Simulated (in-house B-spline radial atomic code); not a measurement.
**Response and correlation of Ho57+**

Closed shell [He] 2s2 2p6. Computed with a B-spline radial code for spherical atoms: Dirac-Hartree-Fock, relativistic RPA (time-dependent Dirac-Hartree-Fock) for the response and second-order many-body perturbation theory for correlation, no-pair Dirac-Coulomb Hamiltonian, finite nucleus.

Command:
```bash
python run_mb.py task.json out
```
Settings (nuclear radius in fm, box in bohr, cutoff in hartree):
```
basis_form          2
Z                   67
core_configuration  [He] 2s2 2p6
rms_radius          5.2022
mass_number         165
speed_of_light      137.036
box_radius          1.748
lmax                7
intervals           55
virtual_cutoff      112225.0
```

Run time, properties included: 0.7 s on 1 thread of Arm Neoverse V1, on a shared host.

```csv
"multipole (bohr³, bohr⁵, bohr⁷)",uncoupled,coupled RPA
dipole,7.0182e-05,?
quadrupole,7.6916e-07,7.8368e-07
octupole,1.316e-08,1.3406e-08
```

Task: What is the coupled dipole polarisability?

Result: 7.0435e-05 atomic units, +0 % against the uncoupled value.

Task: Which subshells carry the dipole polarisability?

Result: 2p3/2 63.6 %, 2p1/2 23.2 %, 2s1/2 13.0 %.

Task: What does the dipole shielding factor come to?

Result: The dipole shielding factor is 0.149, against the exact N/Z = 10/67 = 0.149 of the non-relativistic theorem.

Dipole polarisability at imaginary frequency:

```
u (Eh)  α(iu) (bohr³)
     0      7.043e-05
  8.83      7.037e-05
  22.1      7.005e-05
  44.2      6.894e-05
  66.3      6.717e-05
  88.3      6.486e-05
   133      5.904e-05
   177      5.264e-05
   221      4.633e-05
   309      3.538e-05
   442      2.384e-05
   663      1.357e-05
   883      8.605e-06
  1330      4.253e-06
  2210      1.685e-06
  4420      4.527e-07
```

Task: What dispersion coefficients follow for two such ions (the dispersion part alone)?

Result: C6 = (3/π)∫α(iu)²du = 1.164e-06 hartree·bohr⁶ and C8 = 6.86e-08 hartree·bohr⁸.

Lowest J = 1 odd-parity excitations:

```csv
energy (eV),oscillator strength,leading channel,weight
6750.5,0.142,2p3/2 → s1/2,1.0
7261,0.0346,2p3/2 → d3/2,0.958
7358.4,2.33,2p3/2 → d5/2,0.956
7637.2,0.0252,2p1/2 → s1/2,0.998
8168.2,1.34,2p1/2 → d3/2,0.642
8192.6,0.0713,2s1/2 → p1/2,0.642
8430,0.298,2s1/2 → p3/2,0.999
9370.2,0.0251,2p3/2 → s1/2,1.0
```

Second-order correlation energy by the highest angular momentum of the excited pair (hartree): s -0.02315, p -0.1471, d -0.1879, f -0.05011, g -0.01909, h -0.00712, i -0.003229, k -0.001664.

Task: What is the second-order correlation energy at the partial-wave limit?

Result: The listed waves sum to -0.4394 hartree; extrapolating the increments as (l + 1/2)⁻⁴ gives -0.44281 hartree, -1.2 eV per electron.
